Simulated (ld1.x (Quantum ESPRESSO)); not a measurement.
Results of a calculation; reference values are marked as such.
Pseudopotentials across the periodic table

Generated with ld1.x 7.5 (TM, RRKJ, ultrasoft, PAW), atompaw 4.2 or ONCVPSP 4.0.1. The cutoff is in Ry: for ld1.x and atompaw files where the sum of valence levels is converged to 10 mRy in a Bessel basis, for ONCV files where the hardest occupied wave has 1 mHa per electron of residual kinetic energy. The error is the largest all-electron minus pseudo excitation energy over each file’s own four to seven test configurations (ionisations up to +4, promotions, holes and added fractions of an electron), all of which were solved. The labels leave out finer settings (local radius, basis sizes, second energies), which also bear on the numbers. Spin-polarised tests are not counted. The rows are a selection from randomly drawn settings: files with unsolved tests, undetermined cutoffs or missed reference levels are left out.

A true bound ghost makes a file unfit for plane-wave use even where its test errors are small: the radial tests pick states by their node count and pass the ghost by.

```csv
element,potential,cutoff (Ry),largest error (meV),bound ghosts
Cl,"TM, PBE, non-relativistic, rc 1.20/1.05 (sp), local smoothed, core correction yes, reference 3s1 3p6",100,+97,none
Cl,"ultrasoft, revPBE, scalar-relativistic, rc 1.20/1.40 (sp), local smoothed, core correction no, reference 3s2 3p5",30,+165,none
Ni,"PAW, PBE, non-relativistic, rc 1.05/1.55/1.20 (spd), local smoothed, core correction yes, reference 3s2 3p6 3d8 4s2 4p0",90,+3.9,none
Cu,"PAW, BLYP, scalar-relativistic, rc 1.30/1.35/0.75 (spd), local smoothed, core correction yes, reference 3s2 3p6 3d10 4s0.5 4p0.5",260,-23,none
I,"TM, LDA (PZ), scalar-relativistic, rc 1.45/2.25/1.90 (spd), local s, core correction yes, reference 5s2 5p5",55,-114,d
Tl,"ultrasoft, PW91, fully relativistic, rc 2.45/2.25/2.15 (spd), local smoothed, core correction no, reference 5d10 6s1.75 6p1.25",25,+81,none
```

Problem. Fill in the row for Si: ultrasoft, LDA (PZ), scalar-relativistic, rc 1.70/1.60 (sp), local smoothed, core correction yes, reference 3s2 3p0.

Solution. cutoff 10 Ry, largest error -7.1 meV, bound ghosts: none.

Problem. Fill in the row for Pb: TM, LDA (PZ), scalar-relativistic, rc 2.78/2.10/1.60 (spd), local smoothed, core correction no, reference 5d10 6s2 6p2.

Solution. cutoff 55 Ry, largest error -88 meV, bound ghosts: s, p.

Problem. Fill in the row for Cl: RRKJ, LDA (PZ), scalar-relativistic, rc 1.05/1.50/1.20 (spd), local smoothed, core correction yes, reference 3s1.5 3p5.5.

Solution. cutoff 70 Ry, largest error +599 meV, bound ghosts: none.
